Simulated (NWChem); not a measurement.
All runs are NWChem calculations. System: Ge, charge 1, spin multiplicity 4. Its SCF solution wasn't tested for a lower state. Level: UMP2/def2-TZVP, 9 core orbitals frozen.

Part of the output:

```
             Northwest Computational Chemistry Package (NWChem) 7.3.0
             --------------------------------------------------------

                                NWChem Input Module
                                -------------------

 Scaling coordinates for geometry "geometry" by  1.889725989
 (inverse scale =  0.529177249)

                             Geometry "geometry" -> ""
                             -------------------------

 Output coordinates in angstroms (scale by  1.889725989 to convert to a.u.)

  No.       Tag          Charge          X              Y              Z
 ---- ---------------- ---------- -------------- -------------- --------------
    1 Ge                  32.0000     0.00000000     0.00000000     0.00000000

 Effective nuclear repulsion energy (a.u.)       0.0000000000

            Nuclear Dipole moment (a.u.)
            ----------------------------
        X                 Y               Z
 ---------------- ---------------- ----------------
     0.0000000000     0.0000000000     0.0000000000

      Symmetry information
      --------------------

 Group name             D2h
 Group number             26
 Group order               8
 No. of unique centers     1

      Symmetry unique atoms

     1


 Summary of "ao basis" -> "" (spherical)
 ------------------------------------------------------------------------------
       Tag                 Description            Shells   Functions and Types
 ---------------- ------------------------------  ------  ---------------------
 *                         def2-tzvp                  on all atoms

 Summary of "ao basis" -> "ao basis" (spherical)
 ------------------------------------------------------------------------------
       Tag                 Description            Shells   Functions and Types
 ---------------- ------------------------------  ------  ---------------------
 Ge                        def2-tzvp                16       48   6s5p4d1f

                                 NWChem SCF Module
                                 -----------------

  ao basis        = "ao basis"
  functions       =    48
  atoms           =     1
  alpha electrons =    17
  beta  electrons =    14
  charge          =   1.00
  wavefunction    = UHF
  use symmetry    = T
  symmetry adapt  = T

 Summary of "ao basis" -> "ao basis" (spherical)
 ------------------------------------------------------------------------------
       Tag                 Description            Shells   Functions and Types
 ---------------- ------------------------------  ------  ---------------------
 Ge                        def2-tzvp                16       48   6s5p4d1f

      Symmetry analysis of basis
      --------------------------

        ag         14
        au          1
        b1g         4
        b1u         7
        b2g         4
        b2u         7
        b3g         4
        b3u         7

 Forming initial guess at       0.1s

   Symmetry analysis of molecular orbitals - initial alpha
   -------------------------------------------------------

  Numbering of irreducible representations:

     1 ag          2 au          3 b1g         4 b1u         5 b2g
     6 b2u         7 b3g         8 b3u

  Orbital symmetries:

     1 ag          2 ag          3 b1u         4 b3u         5 b2u
     6 ag          7 b1u         8 b3u         9 b2u        10 ag
    11 b2g        12 b3g        13 ag         14 b1g        15 ag
    16 b2u        17 b3u        18 b1u        19 ag         20 b1g
    21 b3g        22 b2g        23 ag         24 ag         25 b3u
    26 b2u        27 b1u

   Symmetry analysis of molecular orbitals - initial beta
   ------------------------------------------------------

  Numbering of irreducible representations:

     1 ag          2 au          3 b1g         4 b1u         5 b2g
     6 b2u         7 b3g         8 b3u

  Orbital symmetries:

     1 ag          2 ag          3 b1u         4 b2u         5 b3u
     6 ag          7 b1u         8 b3u         9 b2u        10 ag
    11 b3g        12 b2g        13 ag         14 b1g        15 ag
    16 b1u        17 b3u        18 b2u        19 ag         20 b2g
    21 b3g        22 ag         23 b1g        24 ag         25 b1u
[...]
     4     -0.308860  1 Ge s                  3     -0.221242  1 Ge s

 Vector   16  Occ=0.000000D+00  E=-2.011311D-01  Symmetry=b1u
              MO Center=  5.5D-22,  5.8D-22, -3.2D-17, r^2= 3.0D+00
   Bfn.  Coefficient  Atom+Function         Bfn.  Coefficient  Atom+Function
  ----- ------------  ---------------      ----- ------------  ---------------
    21      0.740660  1 Ge pz                18      0.364562  1 Ge pz
    12     -0.177205  1 Ge pz

 Vector   17  Occ=0.000000D+00  E=-1.583780D-01  Symmetry=b3u
              MO Center= -2.8D-18,  3.9D-31,  4.5D-32, r^2= 3.2D+00
   Bfn.  Coefficient  Atom+Function         Bfn.  Coefficient  Atom+Function
  ----- ------------  ---------------      ----- ------------  ---------------
    19      0.781906  1 Ge px                16      0.311860  1 Ge px
    10     -0.169824  1 Ge px

 center of mass
 --------------
 x =   0.00000000 y =   0.00000000 z =   0.00000000

 moments of inertia (a.u.)
 ------------------
           0.000000000000           0.000000000000           0.000000000000
           0.000000000000           0.000000000000           0.000000000000
           0.000000000000           0.000000000000           0.000000000000

  Mulliken analysis of the total density
  --------------------------------------

    Atom       Charge   Shell Charges
 -----------   ------   -------------------------------------------------------
    1 Ge  32    31.00   2.00  2.00  1.15  0.81  0.69  0.34  5.98  4.43  1.57  1.27  0.75  8.94  1.08 -0.03  0.02  0.00

  Mulliken analysis of the alpha density
  --------------------------------------

    Atom       Charge   Shell Charges
 -----------   ------   -------------------------------------------------------
    1 Ge  32    17.00   1.00  1.00  0.59  0.38  0.68  0.34  2.99  2.24  0.76  1.25  0.75  4.44  0.55 -0.00  0.01  0.00

   Mulliken analysis of the beta density
   -------------------------------------

    Atom       Charge   Shell Charges
 -----------   ------   -------------------------------------------------------
    1 Ge  32    14.00   1.00  1.00  0.56  0.43  0.01 -0.00  2.99  2.19  0.81  0.01 -0.00  4.49  0.52 -0.02  0.01  0.00

   Mulliken analysis of the spin density
   -------------------------------------

    Atom       Charge   Shell Charges
 -----------   ------   -------------------------------------------------------
    1 Ge  32     3.00   0.00  0.00  0.03 -0.05  0.67  0.35  0.00  0.05 -0.04  1.24  0.75 -0.05  0.03  0.02  0.00  0.00

       Multipole analysis of the density wrt the origin
       ------------------------------------------------

     L   x y z        total         alpha         beta         nuclear
     -   - - -        -----         -----         ----         -------
     0   0 0 0      1.000000    -17.000000    -14.000000     32.000000

     1   1 0 0      0.000000      0.000000      0.000000      0.000000
     1   0 1 0      0.000000      0.000000      0.000000      0.000000
     1   0 0 1     -0.000000     -0.000000      0.000000      0.000000

     2   2 0 0    -11.241033     -9.469361     -1.771672      0.000000
     2   1 1 0      0.000000     -0.000000      0.000000      0.000000
     2   1 0 1     -0.000000     -0.000000     -0.000000      0.000000
     2   0 2 0    -11.241033     -9.469361     -1.771672      0.000000
     2   0 1 1     -0.000000     -0.000000     -0.000000      0.000000
     2   0 0 2     -8.048269     -6.264192     -1.784078      0.000000

                   NWChem MP2 Semi-direct Energy/Gradient Module
                   ---------------------------------------------

  Basis functions       =     48
  Molecular orbitals    =     48
  Frozen core           =      9
  Frozen virtuals       =      0
  Active alpha occupied =      8
  Active beta occupied  =      5
  Active alpha virtual  =     31
  Active beta virtual   =     34
  Use MO symmetry       = T
  Use skeleton AO sym   = T

  AO/Fock/Back tols     =   1.0D-09  1.0D-09  1.0D-09

 GA uses MA = F    GA memory limited = T

 Available:
  local mem=  1.26D+08
 global mem=  1.44D+08
 local disk=  0.00D+00
  mp2_memr nvloc                    31
  nvloc new                    31
   1 passes of   8:        3145728                      17095                    995608.
   1 passes of   8: M    126152337           G      144174592           F     123006609.

 Semi-direct pass number   1 of   1  for UHF alpha       at        1.2s
  vrange nnbf                  1176
  mp2_eaftype                    10  avail_ma_in_mb                  1099
 EAF : mp2_eaftype filesize          10     497804.
  mp2_eaf for mointskh                     10
Node 0 wrote      2.3 Mb in      0.0 s     Agg I/O rate:   428.5 Mb/s
 Done moints_semi at        3.2s
  mp2_eaftype                    10  avail_ma_in_mb                  1089
 EAF : mp2_eaftype filesize          10     497804.
  mp2_eaf for kh                    10
 Done maket at        3.3s
 Done multipass loop at        3.3s

 GA uses MA = F    GA memory limited = T

 Available:
  local mem=  1.26D+08
 global mem=  1.44D+08
 local disk=  0.00D+00
  mp2_memr nvloc                    34
  nvloc new                    34
   1 passes of   5:        3145728                      13196                    683733.
   1 passes of   5: M    126152337           G      144174592           F     123006609.

 Semi-direct pass number   1 of   1  for UHF beta        at        3.3s
  vrange nnbf                  1176
  mp2_eaftype                    10  avail_ma_in_mb                  1099
 EAF : mp2_eaftype filesize          10     341867.
  mp2_eaf for mointskh                     10
Node 0 wrote      1.6 Mb in      0.0 s     Agg I/O rate:   222.3 Mb/s
 Done moints_semi at        4.9s
  mp2_eaftype                    10  avail_ma_in_mb                  1089
 EAF : mp2_eaftype filesize          10     341867.
  mp2_eaf for kh                    10
 Done maket at        4.9s
 Done multipass loop at        4.9s

          -------------------------------------------
          SCF energy               -2074.880040592245
          Correlation energy          -0.131657937641
          Singlet pairs                0.000000000000
          Triplet pairs                0.000000000000
          Total MP2 energy         -2075.011698529886
          -------------------------------------------

          ---------------------------------------------------
                    Spin Component Scaled (SCS) MP2
          Same spin pairs                     -0.054109447301
          Same spin scaling factor             0.333333333333
          Opposite spin pairs                 -0.077548490340
          Opposite spin scaling fact.          1.200000000000
          SCS-MP2 correlation energy          -0.111094670841
          Total SCS-MP2 energy             -2074.991135263087
          ---------------------------------------------------

 -----------------------
 Performance information
 -----------------------

 Timer overhead =  1.37D-07 seconds/call

               Nr. of calls         CPU time (s)                 Wall time (s)                GFlops
             ---------------    -------------------     ------------------------------   -------------------
Name         Min   Avg   Max    Min     Avg     Max     Min     Avg     Max   Mx/calls   Min     Max     Sum
mp2: moin     2     2     2    3.6     3.6     3.6      3.6     3.6     3.6     1.8      0.0     0.0     0.0
mp2: make     2     2     2   5.03E-2 5.03E-2 5.03E-2  5.03E-2 5.03E-2 5.03E-2 2.52E-2   0.0     0.0     0.0
mp2: tota     1     1     1    3.8     3.8     3.8      3.8     3.8     3.8     3.8      0.0     0.0     0.0

 The average no. of pstat calls per process was 5.00D+00
 with a timing overhead of 6.83D-07s

 Task  times  cpu:        4.9s     wall:        4.9s

 Total times  cpu:        4.9s     wall:        4.9s
```

### Question
Write an NWChem input that would produce this output.

### Answer
This is not unique; one that fits is 
```
start mol
memory heap 200 mb stack 900 mb global 1100 mb
charge 1
geometry units angstroms nocenter noautoz
  Ge     0.000000     0.000000     0.000000
  symmetry group D2h
end
basis spherical
  * library def2-tzvp
end
scf
  uhf
  nopen 3
  maxiter 100
  thresh 1e-7
  semidirect memsize 60000000 filesize 0
  # guess.movecs holds the orbitals of an unrestricted PBE0 run
  vectors input guess.movecs output mol.movecs
end
mp2
  freeze core 9
end
task mp2 energy
```
